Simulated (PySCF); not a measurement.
First SCF of a structure search on quintet [RuF3]+, at a hand-made trigonal pyramidal geometry. PySCF input:

```python
from pyscf import gto, scf, dft
mol = gto.M(atom='''
Ru     0.000000     0.000000     0.000000
F      1.635400     0.000000     0.869600
F     -0.817700     1.416300     0.869600
F     -0.817700    -1.416300     0.869600''',
    basis={'Ru': 'def2-TZVP', 'F': 'def2-TZVP'},
    ecp={'Ru': 'def2-TZVP'},
    charge=1, spin=4)
mf = dft.UKS(mol, xc='PBE0')
mf.grids.atom_grid = (50, 194)
aux = {'Ru': 'def2-universal-JKFIT', 'F': 'def2-universal-JKFIT'}
mf = mf.density_fit(auxbasis=aux)
mf.conv_tol = 1e-08
mf.diis_space = 10
mf.max_cycle = 60
mf.init_guess = 'minao'
mf.verbose = 4
mf.kernel()
```

Excerpt of the output (cycles alone):

```
init E= -386.298798559976
cycle= 1 E= -393.717329216361  delta_E= -7.42  |g|= 0.585  |ddm|= 2.92
cycle= 2 E= -391.979378037389  delta_E= 1.74  |g|= 2.33  |ddm|= 1.23
cycle= 3 E= -393.816739760389  delta_E= -1.84  |g|= 0.254  |ddm|= 1.01
cycle= 4 E= -393.824912667302  delta_E= -0.00817  |g|= 0.202  |ddm|= 0.222
cycle= 5 E= -393.836615932599  delta_E= -0.0117  |g|= 0.0796  |ddm|= 0.123
cycle= 6 E= -393.839131794617  delta_E= -0.00252  |g|= 0.0147  |ddm|= 0.049
cycle= 7 E= -393.839285869053  delta_E= -0.000154  |g|= 0.00441  |ddm|= 0.0157
cycle= 8 E= -393.83932513539  delta_E= -3.93e-05  |g|= 0.00205  |ddm|= 0.00965
cycle= 9 E= -393.839339718978  delta_E= -1.46e-05  |g|= 0.00116  |ddm|= 0.00852
cycle= 10 E= -393.839341191839  delta_E= -1.47e-06  |g|= 0.000205  |ddm|= 0.00243
cycle= 11 E= -393.839341255813  delta_E= -6.4e-08  |g|= 0.000164  |ddm|= 0.000563
cycle= 12 E= -393.839341269027  delta_E= -1.32e-08  |g|= 2.13e-05  |ddm|= 0.000136
cycle= 13 E= -393.839341270089  delta_E= -1.06e-09  |g|= 9.05e-06  |ddm|= 6.82e-05
Extra cycle  E= -393.839341269962  delta_E= 1.27e-10  |g|= 2.35e-05  |ddm|= 1.63e-05
converged SCF energy = -393.839341269962  <S^2> = 6.022312  2S+1 = 5.0089168
```

No lower solution of this spin was found from smeared starts or by a stability analysis within the unrestricted form.

Other spin states or occupations of the open shell can lie lower.

The search for the lowest solution, 3 starts and the stability check together, took 23 s on 4 threads of a shared Arm Neoverse V1 host, with 133 basis functions; the process peaked at 0.58 GiB.
